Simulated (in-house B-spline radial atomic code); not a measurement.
## Excitations of Sr IX (Sr8+) by several methods

Full response, energies in eV; labels give the largest channel, * marks a mixed state, a dash one above the method's threshold, and an imaginary frequency an unstable closed-shell reference. Computed with an all-electron radial atomic-structure program (B-spline basis): linear response of the closed shell [Ar] 3d10 4s2 with each method's own kernel (bare exchange for TDHF, static screening on G0W0 levels for BSE, the adiabatic kernel for functionals); scalar-relativistic (spin-free one-electron X2C), finite nucleus, no spin-orbit coupling, no double excitations, S, P, D and F terms only; shells from n = 2 respond. Only terms of natural parity with L up to 3 were computed.

| method | 4s → 4p 3P | 4s → 4p 1P | 4s → 4d 3D | α (bohr³) |
| --- | --- | --- | --- | --- |
| TDHF | 16.982 | 25.377 | 53.55 | 1.886 |
| BSE on G0W0@HF | ? | ? | ? | ? |
| LDA VWN5 | 19.951 | 26.854 | 54.09 | 1.672 |
| PBE | 19.631 | 26.709 | 53.49 | 1.696 |
| PBE0 | 19.071 | 26.302 | 53.60 | 1.75 |
| B3LYP (VWN-RPA) | 19.153 | 26.635 | 53.42 | 1.707 |
| CAM-B3LYP | 19.145 | 26.639 | 53.58 | 1.707 |
| LC-wPBE | 19.224 | 26.415 | 53.69 | 1.729 |
| wB97X | 20.009 | 26.449 | 54.66 | 1.729 |
| HSE06 | 19.146 | 26.356 | 53.69 | 1.743 |
| BHandHLYP | 18.446 | 26.231 | 53.46 | 1.763 |
| BLYP | 19.435 | 26.942 | 53.10 | 1.669 |
| PBEsol | 19.371 | 26.524 | 53.35 | 1.716 |
| BP86 | 19.474 | 26.562 | 53.41 | 1.713 |
| LDA exchange-only | 19.180 | 26.875 | 53.21 | 1.672 |
| B97-1 | 19.611 | 26.325 | 54.15 | 1.746 |
| RPBE | 19.213 | 26.413 | 53.05 | 1.733 |
| OLYP | ? | ? | ? | ? |

**Question.** What does OLYP give?

**Answer.** 4s → 4p 3P: 17.979; 4s → 4p 1P: 25.968; 4s → 4d 3D: 51.89; α: 1.786 (eV, bohr³).

**Question.** What does BSE on G0W0@HF give?

**Answer.** 4s → 4p 3P: 18.611; 4s → 4p 1P: 26.345; 4s → 4d 3D: 56.23; α: 1.735 (eV, bohr³).
